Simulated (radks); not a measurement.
All-electron atom: Cu in [Ar] 3d10 4s1.

Calculated with a radial shooting solver on a logarithmic mesh with Libxc functionals: scalar-relativistic Kohn-Sham, PBEsol, spin-unpolarised, spherical densities, point nucleus.

Energy parts (hartree):
part                       energy
total                 -1653.49044
kinetic                1677.90864
electron-nucleus      -3982.95071
Hartree                 717.70119
exchange-correlation    -66.14957

Orbitals (lengths in bohr, moments of r in powers of bohr; r(max) is where P^2 peaks):
| orbital | occ. | eigenvalue (hartree) | r(max) |
|---|---|---|---|
| 1s | 2 | -324.9735 | 0.03413 |
| 2s | 2 | -39.00751 | 0.1967 |
| 2p | 6 | -33.67800 | 0.1582 |
| 3s | 2 | -4.20430 | 0.6136 |
| 3p | 6 | -2.64593 | 0.6195 |
| 3d | 10 | -0.18595 | 0.6018 |
| 4s | 1 | -0.16937 | 2.268 |

The highest occupied level is 4s at -4.609 eV. Summed over all electrons, <r^2> = 31.41 bohr^2, which gives a Langevin (diamagnetic) susceptibility term of -24.9 x 10^-6 cm^3/mol. The density falls to 0.001 e/bohr^3 at r = 4.09 bohr. For comparison, the ionisation energy in NIST's Atomic Spectra Database is 7.726 eV (measured). In exact Kohn-Sham theory the highest level is minus the ionisation energy, but local and semilocal functionals leave it too shallow, through self-interaction and a potential that decays too fast; potentials with the right tail come closer.

Beside tabulated values, note that spin-unpolarised runs miss the spin-polarisation part of the exchange energy of open shells.
